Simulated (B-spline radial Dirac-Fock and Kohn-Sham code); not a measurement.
**Isotope-shift constants of the inner levels of Os⁴⁺**

System: osmium as Os⁴⁺ in the configuration 1s2 2s2 2p6 3s2 3p6 3d10 4s2 4p6 4d10 4f14 5s2 5p6 5d4.

The run's input, task.json:

```json
{"items": [{
  "Z": 76,
  "q": 4,
  "cfg": [[1, 0, 2], [2, 0, 2], [2, 1, 6], [3, 0, 2], [3, 1, 6], [3, 2, 10], [4, 0, 2], [4, 1, 6], [4, 2, 10], [4, 3, 14], [5, 0, 2], [5, 1, 6], [5, 2, 4]],
  "A": 192,
  "rrms": 5.4126,
  "do": "isoshift",
  "isotopes": [[184, 183.952492919, 5.3823], [186, 185.953837569, 5.3909], [187, 186.955749569, 5.3933], [188, 187.955837292, 5.3993], [189, 188.958145949, 5.4016], [190, 189.958445442, 5.4062], [192, 191.961478765, 5.4126]]
}]}
```

Launch: `python xray2_run.py task.json out`

The computed values come from a B-spline atomic structure program: first-order field-shift and mass-shift constants from Dirac-Fock ground and hole states with a Fermi nucleus; the mass shift has no relativistic recoil terms. A binding energy shifts by δE = F·δ⟨r²⟩ + (K_N + K_S)·δ(1/M); F is taken for a change of radius at fixed skin thickness and so holds the higher radial moments.

```tsv
level	F (meV/fm²)
K (1s)	-982.5
L1 (2s)	-142.0
L2 (2p1/2)	-2.422
L3 (2p3/2)	5.729
M1 (3s)	-32.13
M2 (3p1/2)	-0.5707
M3 (3p3/2)	1.562
M4 (3d3/2)	1.450
M5 (3d5/2)	1.374
```

The mass shift is not given and not included below: at this Z its relativistic corrections are large. It matters little for K lines but can be comparable with the field shift of L lines.

Field shifts alone in meV from A = 192 (mass 191.9615 u, rms radius 5.4126 fm); radii from Angeli and Marinova (2013).

| A | mass (u) | radius (fm) | Kα1 | Kα2 | Kβ1 | Lα1 |
| --- | --- | --- | --- | --- | --- | --- |
| 184 | 183.9525 | 5.3823 | +323.2 | +320.6 | +321.9 | -1.4 |
| 186 | 185.9538 | 5.3909 | +231.7 | +229.8 | +230.7 | -1.0 |
| 187 | 186.9557 | 5.3933 | ? | ? | ? | ? |
| 188 | 187.9558 | 5.3993 | +142.1 | +140.9 | +141.5 | -0.6 |
| 189 | 188.9581 | 5.4016 | +117.6 | +116.6 | +117.1 | -0.5 |
| 190 | 189.9584 | 5.4062 | +68.4 | +67.9 | +68.1 | -0.3 |

**Question.** What are the shifts for A = 187?

**Answer.** Kα1 +206.1 meV; Kα2 +204.4 meV; Kβ1 +205.2 meV; Lα1 -0.9 meV.
